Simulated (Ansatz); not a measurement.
`C[N](C)[MgH]` + boron trifluoride → `[F][MgH]` + `CN(C)B(F)F`  (redistribution)

Computed with Ansatz on PBE0-D4/def2-TZVP structures; ΔE is electronic, products minus reactants. CCSD(T)/CBS adds triple-zeta CCSD(T) − MP2 to the extrapolated MP2 energy (def2 sets, frozen cores). This one scheme is used for every species. Functionals use def2-TZVPP. B3LYP here is the variant with VWN-RPA as its local correlation; programs differ in this. For Mg outer-core shells are correlated without core-valence functions, which leaves a few kJ/mol of doubt a bond. One conformer a species, not always the lowest.

(1) Is it downhill or uphill in electronic energy at CCSD(T)/CBS, and by how much? (An estimate is asked.)

(2) What do these levels give: BLYP-D4, r2SCAN-D4, PBE0-D4, B3LYP-D4, BHLYP-D4, PBE0, B3LYP, BHLYP, LC-ωPBE, CCSD/def2-TZVPP, MP2/def2-QZVPP, HF/CBS(def2)? (Estimate.)

Largest T1 diagnostic among the species: 0.012.

Results:

(1) Ansatz gave: Downhill: ΔE = -125.1 kJ/mol.

(2) Computed: BLYP-D4 -125.8, r2SCAN-D4 -124.3, PBE0-D4 -124.8, B3LYP-D4 -127.1, BHLYP-D4 -128.3, PBE0 -123.9, B3LYP -125.5, BHLYP -127.6, LC-ωPBE -133.5, CCSD/def2-TZVPP -118.3, MP2/def2-QZVPP -125.2, HF/CBS(def2) -123.2 kJ/mol.

At CCSD(T), def2-SVP lies +5.1 kJ/mol from the extrapolated value and def2-TZVPP +8.1 kJ/mol. Leaving LDA and LC-ωPBE aside and taking each functional with its dispersion term where it has one, the values, not all of them listed here, spread over 11.6 kJ/mol, from CAM-B3LYP-D4 to B97M-V. LDA lies −3.7 kJ/mol from PBE without D4.
